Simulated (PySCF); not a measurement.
Si(F)(Me)2(SH) (C2H7FSSi), SMILES C[Si](C)(F)S.

Coordinates come from a B3LYP-D3(BJ)/def2-SVP optimisation. Other conformers were not sampled.

Level of theory: PySCF with r2SCAN/def2-TZVP.

Question: Estimate the frontier levels, gap, dipole moment and polarisability. (The exact figures need the calculation; the answer reports its results.)

Answer: 
```json
{
  "highest_occupied_level": "-6.42 eV",
  "lowest_empty_level": "-0.28 eV",
  "orbital_gap": "6.14 eV",
  "dipole_moment": "2.85 D",
  "quadrupole, principal values (traceless, Buckingham form, about the centre of nuclear charge)": "-1.34, 0.32, 1.02 D·Å",
  "mean_static_polarisability": "67.5 bohr³ (10.01 Å³)",
  "polarisability_principal_values": "59.3, 66.2, 77.2 bohr³"
}
```
